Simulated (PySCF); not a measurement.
CH₄Si, SMILES [SiH2]=C.

Coordinates come from a B3LYP-D3(BJ)/def2-TZVP optimisation.

All values below come from PBE/def2-TZVPD (PySCF).

Isolated molecule, no solvent.

```yaml
total_energy: -329.75208 hartree
point_group: C2v
highest_occupied_level: -5.68 eV
lowest_empty_level: -2.12 eV
orbital_gap: 3.56 eV
dipole_moment: 0.64 D
quadrupole, principal values (traceless, Buckingham form, about the centre of nuclear charge): -2.42, 1.00, 1.43 D·Å
mean_static_polarisability: 48.3 bohr³ (7.15 Å³)
polarisability_principal_values: 41.7, 41.9, 61.1 bohr³
```
